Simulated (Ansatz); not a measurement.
Input and output for Be10O10 (started as a model of: (BeO)10 cage of four- and six-membered rings).

```yaml
crystal:
  periodic: [false, false, false]
  atoms:
    - {symbol: Be, position_ang: [0.000815, 0.000327, 3.392218]}
    - {symbol: O, position_ang: [-0.409295, 1.376460, 2.673325]}
    - {symbol: Be, position_ang: [0.971240, 1.026449, 1.873766]}
    - {symbol: O, position_ang: [1.397293, -0.332811, 2.673014]}
    - {symbol: Be, position_ang: [0.403631, -1.353732, 1.874129]}
    - {symbol: O, position_ang: [-0.986243, -1.042820, 2.673695]}
    - {symbol: Be, position_ang: [-1.373368, 0.327813, 1.874297]}
    - {symbol: O, position_ang: [-1.509134, 0.359960, 0.334687]}
    - {symbol: Be, position_ang: [-0.399038, 1.339817, -0.318701]}
    - {symbol: O, position_ang: [1.066486, 1.127455, 0.334067]}
    - {symbol: Be, position_ang: [1.359272, -0.324208, -0.318982]}
    - {symbol: O, position_ang: [0.442905, -1.487309, 0.334464]}
    - {symbol: Be, position_ang: [-0.960782, -1.015621, -0.318329]}
    - {symbol: O, position_ang: [-1.108669, -1.171749, -1.858441]}
    - {symbol: Be, position_ang: [-1.154088, 0.274841, -2.601726]}
    - {symbol: O, position_ang: [-0.460616, 1.545440, -1.858870]}
    - {symbol: O, position_ang: [1.568095, -0.374273, -1.859086]}
    - {symbol: Be, position_ang: [0.337925, -1.136853, -2.602093]}
    - {symbol: O, position_ang: [-0.000908, -0.000369, -3.699013]}
    - {symbol: Be, position_ang: [0.814459, 0.861194, -2.602423]}
basis:
  gaussian: {orbitals: def2-SVPD}
hamiltonian: {xc: {name: B97}}
scf: {omitted_lower_state_checks: [starts]}
```

```sh
$ ansatz run in.yaml --threads 4 --pin off --events-out ev --progress --plain --max-ram 6963MiB
```

Shortened log:

```
Functional definition: B97
3370 factors; their error is unknown
mean field evaluation 1: about -24450.3794 eV, gradient 1.6e2 eV
mean field evaluation 2: about -24335.2063 eV, gradient 2.8e2 eV
mean field evaluation 4: about -24493.3318 eV, gradient 2.0e1 eV
mean field evaluation 8: about -24494.0545 eV, gradient 4.9e-2 eV
mean field evaluation 16: about -24493.9866 eV, gradient 1.5e-3 eV
mean field -24493.98664757 eV, -900.1374066779 hartree, gradient 2.5e-5 eV, S^2 0.000000; 0 other end points of the search recorded, 0 dependent functions left out
reference -24493.98675268 eV, -900.1374105405 hartree; 60, 60 occupied and 290, 290 virtual orbitals, 3370 factors
Total energy: -24493.98675268 eV, -900.1374105405 hartree
Checks for a lower state left out: starts
```

It took 52 s on 4 threads of Arm Neoverse V1 on a shared host, peak host memory 1.7 GiB.
